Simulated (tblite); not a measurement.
Species: C₃H₉ClSSi₂.
Numbering: `[CH2:1]=[CH:2][SiH2:3][CH2:4][S:5][SiH2:6][Cl:7]` (hydrogens: H8, H9 on C1; H10 on C2; H11, H12 on Si3; H13, H14 on C4; H15, H16 on Si6)

Computed with GFN2-xTB (tblite), gas phase: L-BFGS steps from a force-field or distance-geometry start until the largest atomic force falls under 0.01 eV/Å.

Step 121: E = -606.4330 eV
```
atom  x, y, z in Å  |  force x, y, z in eV/Å
C1     -2.5943    0.7193    1.3825   -0.011   0.001   0.001
C2     -1.9965   -0.2185    0.6648   -0.007  -0.004  -0.004
Si3    -0.9485    0.1340   -0.8586    0.001  -0.038   0.027
C4      0.4197   -1.2000   -0.8535   -0.007  -0.013   0.001
S5      1.9709   -0.6437   -1.6549    0.001  -0.015  -0.030
Si6     2.9157    0.4821   -0.1054   -0.003  -0.022   0.043
Cl7     2.6706   -0.4130    1.6861   -0.027   0.001  -0.005
H8     -2.5163    1.7609    1.1168   -0.007   0.009   0.028
H9     -3.1843    0.4984    2.2590   -0.011   0.004  -0.003
H10    -2.1109   -1.2514    0.9749   -0.004   0.005  -0.006
H11    -1.7112    0.0103   -2.1053    0.012   0.004   0.002
H12    -0.3656    1.4763   -0.7647    0.022   0.003  -0.007
H13     0.6823   -1.5481    0.1433   -0.012   0.036   0.024
H14     0.1114   -2.0691   -1.4300    0.009  -0.009  -0.030
H15     2.3303    1.8114   -0.0061    0.012   0.005  -0.006
H16     4.3191    0.4598   -0.4605    0.032   0.033  -0.036
```

Step 122: E = -606.4338 eV
```
atom  x, y, z in Å  |  force x, y, z in eV/Å
C1     -2.5959    0.7183    1.3865   -0.014  -0.002  -0.012
C2     -1.9970   -0.2184    0.6681   -0.016  -0.001  -0.012
Si3    -0.9424    0.1336   -0.8511    0.020  -0.030   0.037
C4      0.4225   -1.2046   -0.8532   -0.019  -0.014   0.004
S5      1.9690   -0.6454   -1.6611    0.017  -0.003  -0.006
Si6     2.9148    0.4853   -0.1142   -0.018  -0.023   0.047
Cl7     2.6440   -0.3957    1.6815   -0.014  -0.001  -0.009
H8     -2.5142    1.7609    1.1255    0.000   0.003   0.031
H9     -3.1935    0.4954    2.2574   -0.004   0.003  -0.004
H10    -2.1186   -1.2526    0.9704   -0.002   0.003   0.006
H11    -1.6986    0.0157   -2.1013   -0.005   0.005  -0.012
H12    -0.3548    1.4742   -0.7530    0.017  -0.008  -0.005
H13     0.6873   -1.5563    0.1423   -0.005   0.043   0.012
H14     0.1124   -2.0720   -1.4316    0.003  -0.001  -0.025
H15     2.3358    1.8185   -0.0196    0.023  -0.004  -0.021
H16     4.3213    0.4519   -0.4581    0.018   0.031  -0.031
```

Step 123: E = -606.4342 eV
```
atom  x, y, z in Å  |  force x, y, z in eV/Å
C1     -2.5974    0.7153    1.3894   -0.011  -0.005  -0.015
C2     -1.9975   -0.2196    0.6690   -0.019   0.001  -0.006
Si3    -0.9360    0.1345   -0.8446    0.021  -0.020   0.031
C4      0.4238   -1.2088   -0.8526   -0.019  -0.011  -0.001
S5      1.9690   -0.6507   -1.6645    0.022   0.006   0.017
Si6     2.9136    0.4879   -0.1207   -0.021  -0.004   0.043
Cl7     2.6193   -0.3742    1.6812   -0.004   0.002  -0.019
H8     -2.5110    1.7595    1.1356    0.001  -0.004   0.028
H9     -3.2007    0.4892    2.2557    0.000   0.004  -0.006
H10    -2.1244   -1.2550    0.9654   -0.002   0.006   0.006
H11    -1.6889    0.0250   -2.0975   -0.009   0.005  -0.014
H12    -0.3441    1.4739   -0.7421    0.012  -0.021  -0.001
H13     0.6902   -1.5629    0.1416   -0.004   0.041   0.003
H14     0.1108   -2.0740   -1.4333    0.001   0.005  -0.015
H15     2.3423    1.8273   -0.0384    0.040  -0.036  -0.029
H16     4.3232    0.4414   -0.4557   -0.006   0.031  -0.021
```

**Question.** Estimate the geometry and energy of step 124. (The exact step hangs on the optimiser's Hessian estimate; all steps are aligned on step 123, rigid shifts and turns removed.)

**Answer.** E = -606.4346 eV, largest force 0.067 eV/Å
```
atom  x, y, z in Å  |  force x, y, z in eV/Å
C1     -2.5989    0.7132    1.3908   -0.009   0.000  -0.008
C2     -1.9980   -0.2202    0.6693   -0.018   0.003   0.003
Si3    -0.9315    0.1348   -0.8403    0.007  -0.005   0.014
C4      0.4247   -1.2113   -0.8522   -0.005  -0.005  -0.009
S5      1.9700   -0.6539   -1.6661    0.017   0.006   0.030
Si6     2.9135    0.4887   -0.1241   -0.011   0.001   0.030
Cl7     2.6033   -0.3608    1.6810    0.003   0.000  -0.018
H8     -2.5088    1.7588    1.1436    0.000  -0.009   0.019
H9     -3.2063    0.4849    2.2538    0.002   0.001  -0.008
H10    -2.1281   -1.2561    0.9625   -0.004   0.004   0.002
H11    -1.6843    0.0306   -2.0940   -0.006   0.004  -0.011
H12    -0.3379    1.4738   -0.7369    0.011  -0.028   0.004
H13     0.6921   -1.5654    0.1419   -0.004   0.031  -0.006
H14     0.1103   -2.0748   -1.4349    0.001   0.007  -0.002
H15     2.3471    1.8310   -0.0504    0.044  -0.039  -0.032
H16     4.3250    0.4356   -0.4554   -0.027   0.030  -0.010
```

The energy changes by -0.0004 eV. The first-order estimate −F·Δx gives -0.0005 eV and the mean of the old and new forces, exact on a quadratic surface, -0.0004 eV. The step makes an angle of 83° with the force vector and moves no atom by more than 0.021 Å.

The cost below is that of the whole relaxation. On an Arm Neoverse V2 with one thread, no GPU, shared host, this took 1.9 s.
